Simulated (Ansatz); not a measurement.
Cost and result for the atomization energy of AlClH$_{5}$NSi, SMILES `[AlH2][NH][SiH2]Cl` (9 atoms, 8 bonds).

Z-matrix (Å, degrees):
```
Si
N 1 1.708
Cl 1 2.066 2 112.4
H 1 1.481 2 111.9 3 118.1
H 1 1.479 2 108.1 3 -118.0
Al 2 1.790 1 128.6 3 103.5
H 2 1.013 1 114.8 3 -72.5
H 6 1.579 2 117.4 1 2.6
H 6 1.581 2 117.3 1 -178.1
```

Total charge 0; spin multiplicity 1. The structure was optimised at the PBE0-D4/def2-TZVP level. It is one conformer, not always the lowest. Program: Ansatz. All runs use 2 threads of an Arm Neoverse V2 on a shared host. Times are those of one run each, without the atoms' runs, and a repeat can differ threefold. Electronic energies, without spin–orbit coupling; frozen cores. CCSD(T)/CBS adds CCSD(T) − MP2 in def2-TZVPP to the MP2 limit, and its time is that of the two runs behind it. T1 = 0.011. B3LYP takes the VWN-RPA correlation (the form of Gaussian; ORCA's B3LYP/G).

CCSD(T)/CBS is a level of theory with its own doubt, some kJ/mol a heavy atom from the limit and from the frozen cores, so smaller differences don't rank the functionals.

| level | functions | wall time | atomization (kcal/mol) | difference from CCSD(T)/CBS | per bond |
| --- | --- | --- | --- | --- | --- |
| BLYP-D4/def2-TZVPP | 227 | 2.5 s | 657.7 | -9.0 | -1.1 |
| revPBE-D4/def2-TZVPP | 227 | 2.5 s | 648.2 | -18.5 | -2.3 |
| CCSD(T)/def2-SVP | 93 | 2.5 s | 612.4 | -54.3 | -6.8 |
| PBE-D4/def2-TZVPP (with forces) | 227 | 3 s | 660.5 | -6.2 | -0.8 |
| PBE0-D4/def2-TZVPP | 227 | 4.1 s | 655.0 | -11.7 | -1.5 |
| BHLYP-D4/def2-TZVPP | 227 | 4.1 s | 651.8 | -14.9 | -1.9 |
| CAM-B3LYP-D4/def2-TZVPP | 227 | 4.5 s | 666.5 | -0.2 | 0.0 |
| B3LYP-D4/def2-TZVPP (with forces) | 227 | 6 s | 662.8 | -3.9 | -0.5 |
| B2PLYP/def2-TZVPP | 227 | 6.5 s | 655.0 | -11.7 | -1.5 |
| r2SCANh-D4/def2-TZVPP | 227 | 7 s | 659.8 | -6.9 | -0.9 |
| MP2/def2-QZVPP | 417 | 21 s | 664.4 | -2.3 | -0.3 |
| CCSD(T)/def2-TZVPP | 227 | 82 s | 645.4 | -21.3 | -2.7 |
| CCSD(T)/CBS(def2) | – | 100 s | 666.7 | 0.0 | 0.0 |

From BLYP to BHLYP (50 % exact exchange), in def2-TZVPP and without D4, the atomization energy moves by −1.9 kcal/mol: exact exchange takes away binding that semilocal exchange gives to molecules. The D4 term adds +8.1 kcal/mol with B3LYP and +4.2 kcal/mol with PBE0; it sums over pairs of atoms, weighted by their polarisabilities, and B3LYP, whose exchange is more repulsive, gets the larger term. At CCSD(T), def2-SVP lies −54.2 kcal/mol from the extrapolated value and def2-TZVPP −21.3 kcal/mol: correlation converges slowly with the basis, and small sets miss more of it in the bonded molecule than in its fragments.
